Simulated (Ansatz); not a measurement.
CH4O, charge +1, doublet, at a GFN2-xTB geometry (a state made from the parent by changing its charge; the spin is typed, not shown lowest).

Ansatz (a program for electronic structure) was given this input:
Ansatz 0.2 input:
```yaml
crystal:
  periodic: [false, false, false]
  atoms:
    - {symbol: C, position_ang: [-0.08203668, 0.60493218, 0.11482401]}
    - {symbol: O, position_ang: [0.06067739, -0.68366516, -0.17494028]}
    - {symbol: H, position_ang: [-1.18198643, 0.86214509, 0.11391237]}
    - {symbol: H, position_ang: [0.62482878, -1.22970011, 0.41246267]}
    - {symbol: H, position_ang: [0.43910736, 0.99198948, 0.99712096]}
    - {symbol: H, position_ang: [0.12485126, 1.21529375, -0.81291782]}
basis:
  gaussian:
    orbitals: 6-31G*
total_charge: 1
magnetization: {spin_polarized: true, initial_magnetization: 1}
correlation: {method: mp2, electrons: all}
```

**Question.** Give the total energy at the level MP2/6-31G* in Ansatz.

**Answer.** -114.959433 Ha

**Question.** Estimate the SCF-reference <S^2> that MP2/6-31G* returns for this input.

**Answer.** 0.767

**Question.** Predict the MP2 correlation energy from MP2/6-31G*.

**Answer.** -0.2860 Eh

**Question.** Give the number of basis functions at the level MP2/6-31G*.

**Answer.** 38
